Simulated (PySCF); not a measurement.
Spinor energies of Sn⁺ (tin, charge +1)

Start: [Kr] 4d10 5s2 5p1; 5p3/2 filled at m_j = +3/2. Calculated with PySCF 2.14 in x2c-TZVPall-2c with one added diffuse shell each of s, p, d, f type (9s10p6d3f, 90 functions): generalised Hartree-Fock with the X2C-1e Hamiltonian and a Gaussian nucleus; one run each with spin-orbit coupling (SO) screened by Boettger's factors, then bare. This is a chosen level, not necessarily the ground level.

```
spinor shell  electrons  ε, screened SO (eV)  ε, bare SO (eV)  weight of nominal j (bare SO)  rms radius, bare SO (bohr)
       1s1/2          2             -29352.6         -29352.4                          1.000                      0.0333
       2s1/2          2              -4530.8          -4530.7                          1.000                       0.136
       2p1/2          2              -4221.7          -4229.0                          1.000                       0.117
       2p3/2          4              -3988.8          -3985.8                          1.000                       0.123
       3s1/2          2              -920.77          -920.76                          1.000                       0.361
       3p1/2          2              -793.78          -795.13                          1.000                       0.354
       3d3/2          4              -527.35          -528.69                          1.000                       0.339
       3d5/2          6              -518.48          -517.60                          1.000                       0.343
       4s1/2          2              -168.16          -168.16                          1.000                       0.874
       4p1/2          2              -123.68          -123.95                          1.000                       0.930
       4p3/2          4              -115.77          -115.67                          1.000                       0.960
       4d3/2          4              -44.385          -44.564                          0.997                        1.17
       4d5/2          6              -43.265          -43.154                          0.998                        1.19
       5s1/2          2              -20.939          -20.941                          0.999                        2.53
       5p3/2          1              -13.698          -13.693                          1.000                        3.21
```

Question: Where does 3p3/2 lie, and what is the 3p spin-orbit splitting (bare SO)?

Answer: At -749.28 eV, 45.850 eV above 3p1/2.

| quantity | screened SO | bare SO |
| --- | --- | --- |
| E (hartree) | -6174.24944 | -6174.38272 |
| M_J | 3/2 | 3/2 |
| ⟨J²⟩ | 3.761 | 3.761 |
| ⟨L²⟩ | 2.025 | 2.028 |
| ⟨S²⟩ | 0.771 | 0.773 |

Each row is a mean over spinors that exchange with the open shell spreads, by up to 1.939 eV (5s1/2).

Breit and QED terms are absent; they matter most for the inner s and p1/2 levels.

Densities and radii are taken from the X2C orbitals without a picture-change correction, which distorts them close to the nucleus.
